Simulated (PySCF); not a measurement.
Dipole moment and polarisability of isothiocyanate diacetylene

Compound: isothiocyanate diacetylene, C₅HNS.
SMILES with atom numbers: `[CH:1]#[C:2][C:3]#[C:4][N:5]=[C:6]=[S:7]` (hydrogens: H8 on C1)

Cartesian coordinates in Å at the PBE0-D3(BJ)/def2-SVP level; atoms count from 1:
```xyz
8
C5HNS angstrom
C      2.993    0.313    0.354
C      1.802    0.374    0.103
C      0.470    0.441   -0.179
C     -0.728    0.500   -0.433
N     -1.981    0.562   -0.699
C     -3.148    0.609   -0.965
S     -4.676    0.674   -1.309
H      4.043    0.260    0.574
```

Level: CAM-B3LYP/def2-SVPD (PySCF), static field, nuclei fixed, core orbitals frozen in the response. The polarisability tensor in these axes (au):

```
x   250.10  -9.33  43.34
y    -9.33  50.91  -2.02
z    43.34  -2.02  59.88
```

Task: Diagonalise the tensor; give its mean and Δα, where Δα² is half the sum of the squared differences of the eigenvalues.

Result: Principal values 50.47, 50.48 and 259.95 au; mean 120.30 au = 17.83 Å³ = 19.83 × 10⁻⁴⁰ C²·m²/J; Δα = 209.48 au (174 % of the mean).

Task: What is the dipole moment, and where does it point?

Result: (1.14, -0.06, 0.24) D, 1.17 D in size, pointing from the negative to the positive side. Measured along this direction, the outermost atoms are S7 at the negative end and H8 at the positive end.

Task: Find the Langevin capture rate constant for NO+ (29.998 u) meeting this molecule (106.983 u), k = 2.342 × 10⁻⁹ cm³/s × √(α in Å³ / reduced mass in u).

Result: The reduced mass is 23.43 u, so k = 2.04 × 10⁻⁹ cm³/s. The formula leaves out the permanent dipole, which adds to the capture rate.

Task: Sum over states: ᾱ = Σ f/ω², ω in Eh. What share falls to these 10 lowest TDDFT singlets (eV, f)? 3.52, 0.0000; 3.66, 0.0000; 3.66, 0.0000; 5.24, 0.0000; 5.49, 0.0000; 5.49, 0.0000; 6.09, 3.5745; 6.38, 0.0214; 6.38, 0.0225; 6.76, 0.0000.

Result: They add up to 72.16 au, 60.0 % of the 120.30 au; the largest single term is 71.36 au, from the state at 6.09 eV. Terms in order: 0.00, 0.00, 0.00, 0.00, 0.00, 0.00, 71.36, 0.39, 0.41, 0.00 au. Higher excitations give the rest. The strengths listed sum to 3.618.

Task: What would n − 1 = 2πNα be for an ideal gas of these molecules at 298.15 K and 1 atm, electronic part alone?

Result: N = p/kT = 2.4615 × 10¹⁹ cm⁻³, so n − 1 = 2π × N × 17.83 × 10⁻²⁴ cm³ = 2757 × 10⁻⁶ at long wavelengths.

Task: In a dilute gas of rigid molecules at 350 K, how does the orientational term μ²/3kT compare with the electronic polarisability?

Result: In Gaussian units μ²/3kT = 9.47 Å³ against 17.83 Å³, a ratio of 0.53; the Debye molar polarisation (4π/3)N_A(α + μ²/3kT) is 68.8 cm³/mol, leaving out the vibrational part.

Isolated species at its PBE0-D3(BJ)/def2-SVP geometry, gas phase.

The run behind these numbers computed excited states and ΔSCF ions as well. On an Arm Neoverse V2 with one thread, no GPU, shared host, this took 43 s.
